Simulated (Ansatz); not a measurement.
A nudged elastic band was laid between two geometries of C$_{2}$H$_{9}$GeOP (14 atoms, charge 0, multiplicity 1).

Theory: Ansatz 0.2.0, RHF/def2-SVP.

* movable images: 7
* climbing image: yes
* spring: 5.0 eV/Å²
* optimiser: quadratic models (default)
* start path: through a guess of the saddle point
* force threshold: 0.03 eV/Å
* iteration limit: 56
* end points: relaxed

Initial state:

```xyz
14
Properties=species:S:1:pos:R:3
C -1.675 1.090 1.491
O -0.731 0.208 0.983
C -0.701 0.095 -0.402
Ge 0.709 -1.199 -0.886
P 2.755 -0.457 -0.022
H -2.692 0.794 1.212
H -1.503 2.111 1.134
H -1.593 1.081 2.576
H -1.665 -0.251 -0.796
H -0.496 1.063 -0.877
H 0.746 -1.336 -2.418
H 0.397 -2.570 -0.272
H 2.875 0.656 -0.887
H 3.559 -1.314 -0.807
```

Final state:

```xyz
14
Properties=species:S:1:pos:R:3
C -1.536 1.160 1.441
O -0.582 0.338 0.856
C -0.789 0.045 -0.491
Ge 0.692 -1.120 -1.076
P 2.692 0.011 -0.637
H -2.532 0.707 1.405
H -1.582 2.136 0.946
H -1.258 1.309 2.482
H -1.751 -0.460 -0.644
H -0.805 0.958 -1.098
H 0.591 -1.353 -2.594
H 0.608 -2.474 -0.359
H 2.686 -0.223 0.755
H 3.551 -1.065 -0.958
```

Problem. Which bonds break or form, and what moves?

Solution. No bond is made or broken. The height of P5 over the plane of its neighbours goes from -0.83 to 0.82 Å.

Problem. Give the energies along the band, and the barrier.

Solution. The run ended unconverged. The highest image is number 2 of 0 to 8, 110.4 kJ/mol above the first end and 113.4 kJ/mol above the last; the last end lies 3.0 kJ/mol below the first. The band didn't meet its force threshold, so its energies are provisional: the largest band force was still 0.05 eV/Å, and over the last iterations the top stayed at 1.15 eV.

| image | path coordinate (Å) | energy (kJ/mol) | height of P5 over the plane of its neighbours (Å) |
| --- | --- | --- | --- |
| 0 | 0.00 | 0.0 | -0.83 |
| 1 | 1.28 | 2.8 | -0.83 |
| 2 | 2.57 | 110.4 | -0.01 |
| 3 | 3.47 | 1.8 | 0.77 |
| 4 | 4.37 | -2.0 | 0.82 |
| 5 | 5.27 | 0.7 | 0.83 |
| 6 | 6.17 | 2.1 | 0.83 |
| 7 | 7.07 | -0.9 | 0.83 |
| 8 | 7.97 | -3.0 | 0.82 |

Time of the run: 16 min on 2 threads of Arm Neoverse V2, on a shared host, peak memory 0.35 GiB.
